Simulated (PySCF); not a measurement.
Gas-phase equilibrium of 1 mol HF, 2.2 mol H₂O at 800 K and 0.00100 bar, among 15 species (O₂, F₂, O, F, HO₂, HOF, H₂O, H, FO, H₂O₂, O₃, HF, H₂, F₂O, OH). Only gases are allowed; each row takes one source of thermochemistry for all species, and Cantera finds the minimum.

Method: PySCF energies (xtb for GFN2) plus ideal-gas RRHO corrections (1 bar). The comparison is the NASA 1993 polynomial table, which mixes measured and estimated data. † marks an energy on the PBE0/def2-TZVP geometry and frequencies; other levels use their own. Open shells (unrestricted) among the columns below: O₂ (multiplicity 3), O (multiplicity 3, electronic degeneracy 9), OH (multiplicity 2, electronic degeneracy 4); the rest are closed-shell singlets. GFN2 has no spin-polarisation term. Spin-orbit splitting is ignored; it lowers the true energy and changes the entropy of O, OH. The harmonic model lacks anharmonicity and excited electronic states, which grow with temperature; levels with a mode under 35 cm⁻¹ are left out. The table's entry may be an old estimate for OH (not checked at source).

Molecules larger than those listed are left out. Also missing: (HF)n, which can matter at low temperature or high pressure. Table species left out: FO2, H2F2, H3F3, H4F4.

Mole fractions:

```json
[
 {"thermochemistry": "table", "x H₂O": "0.69", "x HF": "0.31", "x OH": "1.7e-10", "x H₂": "1.4e-8", "x O": "<1e-12", "x O₂": "6.8e-9"},
 {"thermochemistry": "GFN2-xTB", "x H₂O": "0.69", "x HF": "0.31", "x OH": "<1e-12", "x H₂": "1.5e-9", "x O": "<1e-12", "x O₂": "<1e-12"},
 {"thermochemistry": "HF/def2-TZVP†", "x H₂O": "0.69", "x HF": "0.31", "x OH": "7.0e-5", "x H₂": "6.0e-5", "x O": "2.5e-5", "x O₂": "1.7e-10"},
 {"thermochemistry": "PBE0/def2-QZVP†", "x H₂O": "0.69", "x HF": "0.31", "x OH": "4.4e-10", "x H₂": "4.3e-8", "x O": "<1e-12", "x O₂": "2.2e-8"},
 {"thermochemistry": "PBE0/def2-TZVP", "x H₂O": "0.69", "x HF": "0.31", "x OH": "6.1e-10", "x H₂": "1.5e-7", "x O": "<1e-12", "x O₂": "7.3e-8"},
 {"thermochemistry": "LDA/def2-TZVP†", "x H₂O": "0.69", "x HF": "0.31", "x OH": "<1e-12", "x H₂": "1.8e-8", "x O": "<1e-12", "x O₂": "9.0e-9"},
 {"thermochemistry": "ωB97X-V/def2-TZVP†", "x H₂O": "0.69", "x HF": "0.31", "x OH": "4.8e-10", "x H₂": "2.4e-7", "x O": "<1e-12", "x O₂": "1.2e-7"}
]
```
The most sensitive of these is OH: it spans a factor of 10^7.8 over these rows; at this temperature one factor of ten is RT ln 10 = 15 kJ/mol.
